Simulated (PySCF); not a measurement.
H₂Se₂Zn, SMILES [Zn]([SeH])[SeH]. The structure is a stationary point at B3LYP-D3(BJ)/def2-SVP. The structure was generated by enumeration; whether it is a known compound was not checked. One conformer was computed; it need not be the lowest.

Computed equilibrium geometry at B3LYP-D3(BJ)/def2-SVP (PySCF confirms it by a frequency run) as bond lengths and angles (one conformer of several):
Atoms: Zn1 Se2 H3 Se4 H5. Bonded distances (Å): Zn1–Se2 2.307, Zn1–Se4 2.307, Se2–H3 1.478, Se4–H5 1.478. Bond angles (°): Se2–Zn1–Se4 179.4, Zn1–Se2–H3 90.6, Zn1–Se4–H5 90.6.
Charge 0, spin multiplicity 1.
